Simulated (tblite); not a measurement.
C$_{2}$H$_{6}$Se, charge +1, doublet, geometry from GFN2-xTB (a state made from the parent by changing its charge; the spin is typed, not shown lowest); GFN1-xTB (tblite 0.6.0).

The tblite input:
```
$ tblite run mol.xyz --method gfn1 --charge 1 --spin 1 --spin-polarized --json tblite.json --no-restart

# file mol.xyz
9

C      1.43646973    -0.33192309     0.77233591
Se     0.01776368     0.16430934    -0.42584659
C     -1.49741081    -0.23176581     0.68859745
H      1.39335021    -1.40350688     0.97191605
H      2.39274490    -0.08971693     0.31358720
H      1.33371012     0.20249750     1.71688143
H     -1.44849712    -1.26424698     1.03489391
H     -2.41075515    -0.07687321     0.11817061
H     -1.49887155     0.42746234     1.55773464
```

Task: What does tblite print? Leave out banner, timings and long lists.

Result: 
```
xTB calculator
 | screened Coulomb repulsion
 | Coulomb electrostatics
 |  * isotropic Klopman-Ohno-Mataga-Nishimoto electrostatics
 |  * onsite third-order electrostatics
 | DFT-D3(BJ) dispersion correction
 | Interactions (1)
 | [1] spin polarization

halogen bonding energy    0.0000000000000E+00 Eh
repulsion energy          1.1115217421990E-01 Eh
dispersion energy        -2.4117209005247E-03 Eh
interaction energy        0.0000000000000E+00 Eh
number of electrons       1.9000000000000E+01 e
integral cutoff           2.0076194534669E+01 bohr

------------------------------------------------------------
  cycle        total energy    energy error   density error
------------------------------------------------------------
      1     -10.10450711422  -1.0213248E+01   4.1500540E-01
      2     -10.13319563197  -2.8688518E-02   2.1354410E-01
      3     -10.18048195438  -4.7286322E-02   2.1631901E-01
      4     -10.27998553788  -9.9503583E-02   2.6105813E-02
      5     -10.28028957412  -3.0403624E-04   2.3356872E-02
      6     -10.28102276443  -7.3319031E-04   5.4821932E-03
      7     -10.28109890643  -7.6142001E-05   4.9878093E-04
      8     -10.28109870634   2.0008229E-07   4.1866768E-04
      9     -10.28109905488  -3.4853409E-07   4.3453124E-05
     10     -10.28109905594  -1.0573551E-09   1.9772015E-05
------------------------------------------------------------

electronic energy        -1.0389839509255E+01 Eh
total energy             -1.0281099055936E+01 Eh

Post processing:
 | Mayer-Wiberg bond orders

[Info] JSON dump of results written to 'tblite.json'
```
